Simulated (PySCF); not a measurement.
A structure optimised at PBE-D3(BJ)/def2-SVP, used in a PySCF frequency run:

```xyz
13

B      0.3204    -0.2786     0.3235
C      1.8158    -0.4583    -0.1197
H      2.3115    -1.3637     0.2890
H      2.3344     0.4135     0.3537
H      2.0192    -0.3686    -1.2055
C     -0.2242    -0.9526     1.6319
H     -0.7306    -1.8823     1.2687
H     -1.0137    -0.3847     2.1638
H      0.5569    -1.2852     2.3469
Si    -0.9198     0.8178    -0.8713
H     -2.1774     1.3129    -0.1988
H     -1.3546    -0.0458    -2.0364
H     -0.2199     2.0132    -1.4750
```

Task: Write its SMILES and formula.

Result: CB(C)[SiH3], C₂H₉BSi

Task: What are its rotational constants (standard atomic weights)?

Result: 6.9545, 3.5354, 2.4829 GHz
